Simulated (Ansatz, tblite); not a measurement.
Removing and adding an electron: GaGe₂₂H₃₂, a doped nanocrystal cut from the lattice of germanium (Ga on an inner site). Total charge 0; doublet. Geometry: r2SCAN-D4/def2-SVP. Ansatz, gas phase; energy differences of separate SCF runs; the oxidised species was run as a singlet alone; the reduced species was run as a singlet alone.

```xyz
55

Ge   -4.366   -0.852    1.834
Ge   -0.326   -4.312   -2.370
Ge    1.120   -0.309   -4.064
Ge   -3.087    2.765    0.504
Ge   -0.403    2.928   -2.365
Ge   -1.488   -0.671   -1.056
Ge   -0.629   -1.938    2.746
Ge    1.965   -1.609   -0.406
Ge    0.638    1.810    1.325
Ge    3.323    1.930   -1.727
Ge    4.241    0.496    2.427
Ge   -2.177   -2.935   -1.625
Ge   -3.470    0.422   -0.036
Ge   -2.754   -1.150    3.621
Ge   -0.865    0.626   -3.022
Ge    1.564   -3.963   -0.891
Ge    2.815   -0.373   -2.325
Ge   -2.446    3.939   -1.523
Ge   -1.298    3.054    2.124
Ge    1.376    2.961   -0.694
Ga    0.085   -0.521    0.898
Ge    3.566   -1.636    1.476
Ge    2.356    1.895    3.043
H    -5.613   -0.097    2.342
H    -4.836   -2.221    1.306
H    -0.732   -5.799   -2.383
H     0.065   -3.917   -3.804
H     1.588    0.600   -5.221
H     0.851   -1.714   -4.637
H    -4.419    3.330    1.052
H     0.082    3.689   -3.623
H    -0.835   -3.406    2.311
H     0.366   -1.963    3.927
H     3.669    2.693   -3.025
H     4.559    1.990   -0.809
H     5.141    1.220    1.413
H     5.104    0.174    3.665
H    -3.270   -2.872   -2.712
H    -2.799   -3.575   -0.367
H    -4.508    0.383   -1.192
H    -3.347   -2.114    4.670
H    -2.549    0.213    4.308
H    -2.058    0.597   -4.009
H     2.843   -4.581   -1.495
H     1.288   -4.668    0.452
H     4.084   -1.100   -2.833
H    -3.555    3.836   -2.589
H    -2.212    5.433   -1.216
H    -0.974    4.559    2.241
H    -1.732    2.555    3.516
H     1.709    4.440   -0.381
H     2.926   -2.513    2.571
H     4.813   -2.387    0.949
H     1.759    1.330    4.348
H     2.849    3.328    3.332
```

The xTB rows come from tblite. Single mean-field runs in def2-SVP are fitted with def2-universal-jkfit.

| level | −HOMO (eV) | vertical IE (eV) | −LUMO (eV) | vertical EA (eV) | HOMO–LUMO gap (eV) | IE − EA (eV) |
| --- | --- | --- | --- | --- | --- | --- |
| GFN1-xTB | – | 12.46 | – | 9.97 | – | 2.49 |
| GFN2-xTB | – | 10.98 | – | 8.08 | – | 2.90 |
| PBE-D4/def2-SVP | 5.30 | 6.83 | 4.95 | 3.50 | 0.36 | 3.34 |
| B97M-V/def2-SVP | 5.64 | 7.07 | 5.04 | 3.59 | 0.60 | 3.47 |
| PBE0-D4/def2-SVP | 6.25 | 7.22 | 4.54 | 3.68 | 1.71 | 3.54 |

   HOMO and LUMO are the levels of the spin that leaves or enters (xTB has no such levels and no spin-polarisation term). Other spin states of the ions may lie lower, which would lower the ionisation energy or raise the affinity. Raw xTB energy differences between charge states are shifted by several eV; the methods need an empirical correction for them. Sets without diffuse functions give affinities that are too small.
